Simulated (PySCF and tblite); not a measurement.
Results of a calculation; reference values are marked as such.
System: C₆H₇NO, numbered as in [CH:1]#[C:2]/[CH:3]=[CH:4]/[C:5](=[O:6])[NH:7][CH3:8].

Two runs for the rotation about the C4–C5 bond (torsion C3–C4–C5–O6 from 0° to 148°, rising) on the same GFN2-xTB geometries. The first, CAM-B3LYP/pcSseg-1 + D3(BJ), gave a barrier of 5.8 kcal/mol. The second was started with:

```json
{"job": {"kind": "nmr", "xc": "CAM-B3LYP", "basis": "STO-3G", "pop": false}, "charge": 0, "multiplicity": 1}
```

```
coarse grid: 13008 points
cycle   1  E = -357.7055234722  dE =  1.882e+00  |g| = 7.007e-01  |ddm| = 5.442e+00
cycle   2  E = -357.4031875931  dE =  3.023e-01  |g| = 1.381e+00  |ddm| = 2.541e+00
cycle   3  E = -357.8942946434  dE = -4.911e-01  |g| = 9.609e-02  |ddm| = 1.579e+00
cycle   4  E = -357.8963200745  dE = -2.025e-03  |g| = 5.515e-02  |ddm| = 1.590e-01
cycle   5  E = -357.8971789901  dE = -8.589e-04  |g| = 9.234e-03  |ddm| = 7.391e-02
cycle   6  E = -357.8972028269  dE = -2.384e-05  |g| = 4.350e-03  |ddm| = 1.679e-02
cycle   7  E = -357.8972090833  dE = -6.256e-06  |g| = 1.705e-03  |ddm| = 7.463e-03
final grid: 127056 points
cycle   8  E = -357.8721673975  dE = -3.881e-06  |g| = 4.664e-03  |ddm| = 1.236e-02
cycle   9  E = -357.8721596560  dE =  7.741e-06  |g| = 7.160e-03  |ddm| = 1.332e-02
cycle  10  E = -357.8721735856  dE = -1.393e-05  |g| = 4.517e-04  |ddm| = 8.035e-03
cycle  11  E = -357.8721736402  dE = -5.458e-08  |g| = 1.429e-04  |ddm| = 6.230e-04
cycle  12  E = -357.8721736458  dE = -5.605e-09  |g| = 8.032e-05  |ddm| = 2.477e-04
```

Question: What is wrong with the second run, and what did it give?

Answer: Its fault: minimal basis. It ran through; the barrier from its energies is 4.6 kcal/mol, off by -1.2.
